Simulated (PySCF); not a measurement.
C6H8O.
Cartesian coordinates in Å at the GFN2-xTB level; atoms count from 1:
```
atom  x, y, z in Å
C1     4.0286   -0.4596    0.5308
C2     2.8304   -0.4108    0.4591
C3     1.4243   -0.3769    0.3846
C4     0.7446    0.6497   -0.1189
C5    -0.7461    0.7043   -0.2056
O6    -1.3290   -0.4669    0.3114
C7    -2.7287   -0.4543    0.2492
H8     5.0751   -0.5006    0.5905
H9     0.8984   -1.2433    0.7613
H10    1.2545    1.5239   -0.5006
H11   -1.1111    1.5887    0.3490
H12   -1.0457    0.8444   -1.2607
H13   -3.1487    0.3773    0.8302
H14   -3.0832   -0.3703   -0.7865
H15   -3.0676   -1.3977    0.6721
```

The closed-shell SCF was solved with PySCF and density fitting under several settings on one GFN2-xTB geometry (grid level 2 and gas phase unless stated).

```tsv
settings	basis functions	SCF cycles	E (Eh)	HOMO (eV)	LUMO (eV)	dipole (D)
KT2/6-311+G(2d,p), energy threshold 1e-07 Eh	237	10	-313.9456	-5.76	-1.61	2.09
KT2/6-311G**	174	17	-313.9314	-5.64	-1.43	2.06
```

**Question.** Estimate the rows for these settings: (1) PBE0/MINI; (2) PBE0/cc-pVDZ, IEF-PCM dimethylsulfoxide, energy threshold 1e-07 Eh.

**Answer.** 
```
                                                          settings  basis functions  SCF cycles     E (Eh)  HOMO (eV)  LUMO (eV)  dipole (D)
                                                         PBE0/MINI               43          12  -305.7166      -8.43      -2.60        2.17
PBE0/cc-pVDZ, IEF-PCM dimethylsulfoxide, energy threshold 1e-07 Eh              138           8  -308.2210      -6.80      -0.56        2.89
```

**Question.** Over all rows, what range does the HOMO–LUMO gap span?

**Answer.** From 4.15 eV (KT2/6-311+G(2d,p), energy threshold 1e-07 Eh) to 6.24 eV (PBE0/cc-pVDZ, IEF-PCM dimethylsulfoxide, energy threshold 1e-07 Eh). The functional of the narrowest has no exact exchange, that of the widest 25 % exact exchange.

**Question.** And the dipole moment?

**Answer.** From 2.06 D (KT2/6-311G**) to 2.89 D (PBE0/cc-pVDZ, IEF-PCM dimethylsulfoxide, energy threshold 1e-07 Eh); the largest is 1.40 times the smallest, and the median is 2.13 D.

**Question.** Compare two rows with the functional KT2: KT2/6-311G** and KT2/6-311+G(2d,p), energy threshold 1e-07 Eh. Which energy is lower, and by how much?

**Answer.** KT2/6-311+G(2d,p), energy threshold 1e-07 Eh (237 functions) lies 0.0142 Eh or 8.9 kcal/mol below KT2/6-311G** (174 functions).

Cycle counts include a coarse-grid stage where the run had one. All basis functions are spherical, in the Pople sets too. KT2 was designed for NMR shieldings or shifts; total energies of different functionals aren't comparable. Geometry: GFN2-xTB, one conformer.
